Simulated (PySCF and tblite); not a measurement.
The numbers below are computed, except where a source is named.
System: CH4BCl2N, numbered as in [CH3:1][NH:2][B:3]([Cl:4])[Cl:5].

Motion: rotation about the B3–N2 bond (torsion Cl4–B3–N2–C1 from -180° to 0°, rising). GFN2-xTB gives an electronic barrier of 21.2 kcal/mol.

PBE0/pcSseg-1 + D3(BJ) on PBE0-D3(BJ)/def2-SVP geometries gives 24.5 kcal/mol and k(298 K) = 0.00013 s⁻¹.

Problem. What does PBE0/pcSseg-1 + D3(BJ), IEF-PCM methanol give on PBE0-D3(BJ)/def2-SVP geometries?

Solution. A barrier of 24.3 kcal/mol, 0.3 below the first DFT barrier (from unrounded values) and, with GFN2-xTB thermal terms, ΔG‡(298 K) = 23.3 kcal/mol and k = 0.0002 s⁻¹ (4 equivalent paths).

Programs: tblite and PySCF.
